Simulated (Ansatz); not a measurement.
Molecule: SnF3 (charge 0, doublet). It need not be the lowest isomer of its formula. 
Geometry from a B3LYP-D3(BJ)/def2-TZVP (Ansatz, an electronic-structure program) optimisation:
```xyz
4

Sn    -0.1353    -0.2000    -0.1024
F     -1.1552     1.4321    -0.0264
F      0.4520    -0.5390     1.7003
F      1.4550     0.2183    -1.1051
```
Charge 0, spin multiplicity 2.

Total electronic energies in hartree. Valence correlation only, unless marked. Open shells are spin-unrestricted. Spin-orbit coupling is left out. The frozen core is the preceding noble-gas configuration, with the filled d and f shells of earlier blocks. Past Kr the def2 sets carry scalar-relativistic core potentials. CBS marks a two-point X^-3 extrapolation of the correlation energy; Hartree-Fock from the larger set. The bracket is a focal-point correction in the basis named.

```csv
level,program,energy (Eh)
RI-HF/def2-TZVPP,Ansatz,-511.87476
BLYP-D3(BJ)/def2-TZVPD,Ansatz + dftd3,-513.98930
BLYP-D4/def2-TZVPD,Ansatz + dftd4,-513.99063
wB97M-V/def2-TZVPD,Ansatz,-513.92521
B2GP-PLYP-D4/def2-TZVPD,Ansatz + dftd4,-513.49905
"RI-MP2/CBS(def2-TZVPP,def2-QZVPP)",Ansatz,-512.8846
CCSD/def2-SVPD,Ansatz,-512.17578
"RI-MP2/CBS(def2-TZVPP,def2-QZVPP)+[CCSD(T)-MP2]/def2-SVP",Ansatz,-512.8977
"RI-MP2/CBS(def2-TZVPP,def2-QZVPP)+[CCSD(T)-MP2]/def2-TZVPP",Ansatz,-512.9042
```

Totals of different functionals don't rank their quality; only differences between species are comparable.
